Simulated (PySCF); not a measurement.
C$_{2}$H$_{5}$S (SMILES CC[S]), doublet, at a GFN2-xTB geometry; R2SCAN/def2-SVP (PySCF).

Here is a job for PySCF.
```python
from pyscf import gto, scf, dft

mol = gto.Mole()
mol.atom = '''
    C     1.48255365    0.65932309   -0.01655837
    C    -0.03154429    0.78395239    0.00248490
    S    -0.84471660   -0.82371473    0.00823708
    H    -0.37104627    1.31200621    0.89543533
    H    -0.39297317    1.31674827   -0.87896880
    H     1.93395512    1.64948226   -0.01949031
    H     1.83064329    0.11841436    0.86042594
    H     1.80883038    0.12313177   -0.90475459
'''
mol.basis = 'def2-svp'
mol.spin = 1
mol.verbose = 4
mol.build()

mf = dft.UKS(mol)
mf.xc = 'r2scan'
mf.kernel()
```

**Question.** What does PySCF print? Leave out banner, timings and long lists.

**Answer.** 
```
PySCF version 2.14.0

[INPUT] verbose = 4
[INPUT] num. atoms = 8
[INPUT] num. electrons = 33
[INPUT] charge = 0
[INPUT] spin (= nelec alpha-beta = 2S) = 1
[INPUT] symmetry False subgroup None
[INPUT] Mole.unit = angstrom
[INPUT] Symbol           X                Y                Z      unit          X                Y                Z       unit  Magmom
[INPUT]  1 C      1.482553650000   0.659323090000  -0.016558370000 AA    2.801620363474   1.245940067702  -0.031290784369 Bohr   0.0
[INPUT]  2 C     -0.031544290000   0.783952390000   0.002484900000 AA   -0.059610068894   1.481455311798   0.004695780447 Bohr   0.0
[INPUT]  3 S     -0.844716600000  -0.823714730000   0.008237080000 AA   -1.596283026874  -1.556595244470   0.015565825266 Bohr   0.0
[INPUT]  4 H     -0.371046270000   1.312006210000   0.895435330000 AA   -0.701175829841   2.479332410629   1.692127535960 Bohr   0.0
[INPUT]  5 H     -0.392973170000   1.316748270000  -0.878968800000 AA   -0.742611665602   2.488293605295  -1.661010304038 Bohr   0.0
[INPUT]  6 H      1.933955120000   1.649482260000  -0.019490310000 AA    3.654645514000   3.117069718729  -0.036831347983 Bohr   0.0
[INPUT]  7 H      1.830643290000   0.118414360000   0.860425940000 AA    3.459414449873   0.223770709616   1.625969377071 Bohr   0.0
[INPUT]  8 H      1.808830380000   0.123131770000  -0.904754590000 AA    3.418194023993   0.232685322533  -1.709738385043 Bohr   0.0

nuclear repulsion = 98.6266288562805
number of shells = 35
number of NR pGTOs = 119
number of NR cGTOs = 71
basis = def2-svp
ecp = {}

******** <class 'pyscf.dft.uks.UKS'> ********
method = UKS
initial guess = minao
damping factor = 0
level_shift factor = 0
DIIS = <class 'pyscf.scf.diis.CDIIS'>
diis_start_cycle = 1
diis_space = 8
diis_damp = 0
SCF conv_tol = 1e-09
SCF conv_tol_grad = None
SCF max_cycles = 50
direct_scf = True
direct_scf_tol = 1e-13
number electrons alpha = 17  beta = 16
XC library pyscf.dft.libxc version 7.1.2
    S. Lehtola, C. Steigemann, M. J. T. Oliveira, and M. A. L. Marques,  SoftwareX 7, 1–5 (2018)
XC functionals = r2scan
    J. W. Furness, A. D. Kaplan, J. Ning, J. P. Perdew, and J. Sun,  J. Phys. Chem. Lett. 11, 8208–8215 (2020)
    J. W. Furness, A. D. Kaplan, J. Ning, J. P. Perdew, and J. Sun,  J. Phys. Chem. Lett. 11, 9248–9248 (2020)
    J. W. Furness, A. D. Kaplan, J. Ning, J. P. Perdew, and J. Sun,  J. Phys. Chem. Lett. 11, 8208–8215 (2020)
    J. W. Furness, A. D. Kaplan, J. Ning, J. P. Perdew, and J. Sun,  J. Phys. Chem. Lett. 11, 9248–9248 (2020)
radial grids:
    Treutler-Ahlrichs [JCP 102, 346 (1995); DOI:10.1063/1.469408] (M4) radial grids

becke partition: Becke, JCP 88, 2547 (1988); DOI:10.1063/1.454033
pruning grids: <function nwchem_prune>
grids dens level: 3
symmetrized grids: False
atomic radii adjust function: <function treutler_atomic_radii_adjust>
small_rho_cutoff = 0
Set gradient conv threshold to 3.16228e-05
tot grids = 96160
init E= -477.079269428685

cycle= 1 E= -477.08065578352  delta_E= -0.00139  |g|= 0.206  |ddm|= 1.96
cycle= 2 E= -477.069978302052  delta_E= 0.0107  |g|= 0.259  |ddm|= 0.466
cycle= 3 E= -477.106022296856  delta_E= -0.036  |g|= 0.0322  |ddm|= 0.257
cycle= 4 E= -477.106527898674  delta_E= -0.000506  |g|= 0.017  |ddm|= 0.0794
cycle= 5 E= -477.10669068568  delta_E= -0.000163  |g|= 0.00508  |ddm|= 0.0239
cycle= 6 E= -477.106704195654  delta_E= -1.35e-05  |g|= 0.000951  |ddm|= 0.0067
cycle= 7 E= -477.106704764036  delta_E= -5.68e-07  |g|= 0.000331  |ddm|= 0.00189
cycle= 8 E= -477.106704839818  delta_E= -7.58e-08  |g|= 8.13e-05  |ddm|= 0.000573
cycle= 9 E= -477.106704845951  delta_E= -6.13e-09  |g|= 2.95e-05  |ddm|= 0.00019
cycle= 10 E= -477.106704846941  delta_E= -9.9e-10  |g|= 6.43e-06  |ddm|= 7.27e-05
Extra cycle  E= -477.106704846998  delta_E= -5.72e-11  |g|= 3.72e-06  |ddm|= 1.91e-05
converged SCF energy = -477.106704846998  <S^2> = 0.75461651  2S+1 = 2.0046112
```
